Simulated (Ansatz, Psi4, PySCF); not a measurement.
C₂H₂F₂, charge -1, doublet, geometry from GFN2-xTB (a state made from the parent by changing its charge; the spin is typed, not shown lowest) (in this run its highest filled SCF level lies above zero, so its values depend strongly on the basis, on diffuse functions most of all), atoms displaced at random by about 0.03 Å a coordinate. Base run: PBE/STO-3G, gradient (PySCF).

The PySCF input:
```python
from pyscf import gto, scf, dft

mol = gto.M(
    atom='''
C     1.386106   -0.186296   -0.297246
C     0.081316   -0.055139    0.347617
F    -0.885109   -1.015938   -0.000383
F    -0.545785    1.290024   -0.042583
H     2.073355    0.614803   -0.044273
H     1.814356   -1.088099   -0.037795
''',
    basis='sto-3g',
    charge=-1,
    spin=1,
    verbose=4,
)

mf = dft.UKS(mol)
mf.xc = 'pbe'
mf.kernel()
g = mf.nuc_grad_method()
grad = g.kernel()
```

Programs used: Ansatz (a quantum-chemistry and plane-wave program), Psi4, PySCF; a row that names a program was run with it.

The coordinate followed is z of atom 2.

The base run was repeated with changes; each row names its change, and settings that it needs were set with it.

| change | dE/dx (Eh/bohr) | net force (Eh/bohr) |
|---|---|---|
| base | -0.008567 | 0.000134 |
| code = psi4 | -0.008590 | 0.000281 |
| conv_tol = 1e-4 | -0.007756 | 0.000134 |
| grids.level = 1; grid_response = on | -0.007868 | 0.000000 |
| finite difference step (bohr) = 1e-3; conv_tol = 1e-11 | -0.008607 | - |
| density fitting = on | -0.008576 | 0.000134 |
| finite difference step (bohr) = 0.05; conv_tol = 1e-11 | -0.008561 | - |
| grids.level = 1; grid_response = off | -0.008781 | 0.000384 |
| grids.level = 5; grid_response = on | -0.008583 | 0.000000 |
| code = ansatz | -0.008580 | 0.000000 |
| finite difference step (bohr) = 0.2; conv_tol = 1e-11 | -0.007856 | - |
| finite difference step (bohr) = 0.01; conv_tol = 1e-11 | -0.008605 | - |

The net force is zero for an exact gradient.

Open shells are given as the SCF converged; they aren't shown to be the lowest states, and a large step between rows can be another state.
